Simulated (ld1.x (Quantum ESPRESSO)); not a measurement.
An all-electron radial function and its pseudo partner (tantalum)

Columns: radius, all-electron u(r) and pseudo u(r) of the 5p shell (level -55.23 eV) of tantalum in the configuration [Kr] 4d10 4f14 5s2 5p6 5d3 6s0 6p0; LDA (PZ), scalar-relativistic, PAW scheme, ld1.x (Quantum ESPRESSO) 7.5.

| r (bohr) | all-electron | pseudo |
| --- | --- | --- |
| 0.123 | -0.3016 | -0.0154 |
| 0.245 | 0.0673 | -0.0596 |
| 0.368 | 0.5205 | -0.1293 |
| 0.490 | 0.3365 | -0.2172 |
| 0.613 | -0.1097 | -0.3169 |
| 0.735 | -0.5235 | -0.4183 |
| 0.858 | -0.8123 | -0.5142 |
| 0.980 | -0.9672 | -0.5956 |
| 1.103 | -1.0196 | -0.6577 |
| 1.225 | -1.0008 | -0.6954 |
| 1.348 | -0.9383 | -0.7079 |
| 1.470 | -0.8531 | -0.6956 |
| 1.593 | -0.7578 | -0.6614 |
| 1.715 | -0.6626 | -0.6104 |
| 1.838 | -0.5712 | -0.5476 |
| 1.960 | -0.4881 | -0.4797 |
| 2.083 | -0.4131 | -0.4113 |
| 2.205 | -0.3478 | -0.3477 |
| 2.328 | -0.2907 | -0.2907 |
| 2.450 | -0.2422 | -0.2422 |
| 2.573 | -0.2007 | -0.2007 |
| 2.695 | -0.1659 | -0.1659 |
| 2.818 | -0.1365 | -0.1365 |
| 2.940 | -0.1122 | -0.1122 |
| 3.063 | -0.0918 | -0.0918 |
| 3.185 | -0.0751 | -0.0751 |

Task: How many radial nodes do the two functions have?

Result: The all-electron 5p function has n − l − 1 = 3 (the table is too coarse to show those close to the nucleus); the pseudo-wave has 0, since the states of the same l below it are removed with the core.

Task: At about which radius was the pseudo-wave matched?

Result: 2.45 bohr. The columns agree to 0.0005 from 2.21 bohr on; several derivatives are matched, so the curves merge somewhat inside the radius.

Task: Where does each function peak?

Result: Outermost all-electron maximum near 1.10 bohr, pseudo maximum near 1.35 bohr (to the table’s step).

Task: Is the pseudo-wave norm-conserving?

Result: No, it belongs to a PAW set: the norm inside the radius is not constrained, and the difference is carried by the augmentation charge.
